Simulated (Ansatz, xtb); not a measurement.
**C3H3BrF2: which of two isomers lies lower**

Structure X is `FC(F)/C=C/Br`, a singlet and structure Y is `C=C(Br)C(F)F`, a singlet. Both are isolated molecules in the gas phase, relaxed with B3LYP/def2-SVP; the shapes shown needn't be the lowest conformers.

X (Å):

```yaml
atoms:
  - { symbol: C, position_ang: [-1.2147, -0.8706, 0.0639] }
  - { symbol: C, position_ang: [-1.1288, 0.0221, 1.2683] }
  - { symbol: C, position_ang: [-1.0160, 1.3456, 1.1670] }
  - { symbol: Br, position_ang: [-0.8988, 2.5011, 2.6569] }
  - { symbol: F, position_ang: [-1.2763, -0.1497, -1.0863] }
  - { symbol: F, position_ang: [-2.3370, -1.6395, 0.1409] }
  - { symbol: H, position_ang: [-0.3493, -1.5559, -0.0113] }
  - { symbol: H, position_ang: [-1.1583, -0.4855, 2.2366] }
  - { symbol: H, position_ang: [-0.9825, 1.8639, 0.2073] }
```

Y (Å):

```xyz
9

C    -1.6603   -0.1996   -0.8156
C    -1.3752   -1.5001   -0.8247
C    -1.1906   -2.3389    0.4199
Br   -1.1717   -2.4934   -2.4363
F    -1.4059   -1.5826    1.5265
F     0.0762   -2.8203    0.4836
H    -1.7721    0.3150    0.1414
H    -1.7881    0.3705   -1.7372
H    -1.8852   -3.1979    0.4416
```

**Question.** Estimate which is lower in electronic energy at CCSD(T)/def2-SVP + ΔMP2/def2-TZVPP, and by roughly how much.

**Answer.** Too close to call at this level: CCSD(T)/def2-SVP + ΔMP2/def2-TZVPP gives E(Y) − E(X) = −0.006 eV.

Level by level:

```json
{"level": "GFN2-xTB", "geometry": "GFN2-xTB", "E(Y) − E(X) (eV)": "+0.065", "departure from the last row (eV)": "+0.071", "job, with rough time for the two": "optimisation, 0.19 s"}
{"level": "HF/STO-3G", "geometry": "GFN2-xTB", "E(Y) − E(X) (eV)": "+0.067", "departure from the last row (eV)": "+0.073", "job, with rough time for the two": "single point, 0.66 s"}
{"level": "r2SCAN-D4/def2-SVP", "geometry": "GFN2-xTB", "E(Y) − E(X) (eV)": "+0.041", "departure from the last row (eV)": "+0.047", "job, with rough time for the two": "single point, 3.6 s"}
{"level": "B3LYP/def2-SVP", "geometry": "B3LYP/def2-SVP", "E(Y) − E(X) (eV)": "+0.039", "departure from the last row (eV)": "+0.045", "job, with rough time for the two": "optimisation, 60 s"}
{"level": "HF/def2-SVP", "geometry": "B3LYP/def2-SVP", "E(Y) − E(X) (eV)": "+0.035", "departure from the last row (eV)": "+0.041", "job, with rough time for the two": "part of the CCSD(T) run"}
{"level": "MP2/def2-SVP", "geometry": "B3LYP/def2-SVP", "E(Y) − E(X) (eV)": "−0.008", "departure from the last row (eV)": "−0.001", "job, with rough time for the two": "part of the CCSD(T) run"}
{"level": "CCSD(T)/def2-SVP", "geometry": "B3LYP/def2-SVP", "E(Y) − E(X) (eV)": "−0.005", "departure from the last row (eV)": "+0.001", "job, with rough time for the two": "single point"}
{"level": "CCSD(T)/def2-SVP + ΔMP2/def2-TZVPP", "geometry": "B3LYP/def2-SVP", "E(Y) − E(X) (eV)": "−0.006", "departure from the last row (eV)": "", "job, with rough time for the two": "single point, 67 s"}
```

As drawn, both hold the same kinds of bond in the same numbers.

The largest departure from CCSD(T)/def2-SVP + ΔMP2/def2-TZVPP is that of HF/STO-3G, 0.073 eV. The last row adds to CCSD(T) the change of the MP2 difference between the two basis sets, here −0.001 eV.

With thermal terms from frequencies at re-optimised GFN2-xTB minima (ideal gas, soft modes damped towards free rotors, one conformer each, 298.15 K, 1 atm): the zero-point term adds 0.000 eV; ΔH is −0.009 and ΔG +0.009 eV.

The correlated steps freeze 14 core orbitals; the filled d shell of Br is correlated, in a basis made for valence electrons. Programs: Ansatz 0.2.0, xtb 6.7.1; the last row on 2 threads of Intel(R) Xeon(R) Processor on a shared host.
